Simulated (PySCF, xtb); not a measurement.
Si(Cl)(F)2(SeH) (ClF2HSeSi), SMILES F[Si](F)(Cl)[SeH].

GFN2-xTB (xtb 6.7.1) at its own geometry gives an orbital gap of 4.58 eV and a dipole moment of 1.34 D.

Coordinates come from a r2SCAN-D4/def2-SVP optimisation. This is a generated structure with no PubChem entry under its InChIKey; it may be hypothetical. Other conformers were not sampled.

Q: What does PBE/def2-TZVP run with PySCF give? (Estimate from the structure and the level; the computed values follow.)

A: gap 5.12 eV (levels -6.74 and -1.62 eV), dipole 1.65 D.
